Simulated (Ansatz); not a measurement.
## Pulling the pair apart

The pair of Br⁻ (SMILES [Br-], atom 1) and CH₆Si (SMILES C[SiH3], atoms 2–9), both closed shells, in one local arrangement (a lower one may exist), relaxed at PBE0-D4/def2-TZVPD:

| atom | x (Å) | y (Å) | z (Å) |
| --- | --- | --- | --- |
| Br1 | -0.4632 | 0.7441 | -2.9624 |
| C2 | 0.5738 | 0.7560 | 0.4970 |
| Si3 | -0.3989 | -0.8134 | 0.1993 |
| H4 | 1.5924 | 0.5217 | 0.8194 |
| H5 | 0.0978 | 1.3623 | 1.2730 |
| H6 | 0.6046 | 1.3157 | -0.4409 |
| H7 | 0.2451 | -1.7455 | -0.7583 |
| H8 | -1.8238 | -0.5799 | -0.1408 |
| H9 | -0.4277 | -1.5611 | 1.5138 |

CH₆Si is shifted rigidly along the line between the mean atom positions of the two fragments (negative: closer). Counterpoise interaction energies in kJ/mol. Computed with Ansatz 0.2.0 (basis: def2-TZVPPD); correlated methods freeze the cores. Filled d shells of the heavier atoms are correlated. The def2 sets are not built for correlating such inner shells, so the correlated values are less sure here.

| shift (Å) | r2SCAN-D4 | PBE0-D4 | HF |
| --- | --- | --- | --- |
| -0.35 | -25.9 | -28.6 | 6.2 |
| -0.18 | -32.5 | -34.3 | -7.3 |
| 0.00 | -34.5 | -35.7 | -14.8 |
| 0.18 | -33.9 | -34.8 | -18.4 |
| 0.42 | -30.9 | -31.6 | -19.9 |
| 0.88 | -23.5 | -24.2 | -17.7 |
| 1.76 | -12.8 | -13.5 | -11.2 |
| 3.53 | -4.7 | -5.3 | -4.7 |

(1) What does CCSD(T) give at these shifts? (To be estimated.)

No T1 diagnostic of these runs exceeds 0.009.

Results:

(1) By the calculation: -20.0, -27.9, -30.9, -31.1, -28.9, -22.5, -12.6, -4.7 kJ/mol. For zero shift, CCSD(T) at an estimated basis limit (MP2 extrapolated from triple and quadruple zeta, plus CCSD(T) − MP2 in triple zeta) gives -35.6 kJ/mol. These are counterpoise interaction energies, counted from the two frozen fragments.

For scale, one of the runs: CCSD(T)/def2-TZVPPD, 244 basis functions, launched by `ansatz run in.yaml --threads 4 --pin off --events-out ev --progress --plain --max-ram 9574MiB`. Hardware: 4 CPU threads of an Arm Neoverse V2, shared host. Wall time 120 s; peak host memory 4.7 GiB.
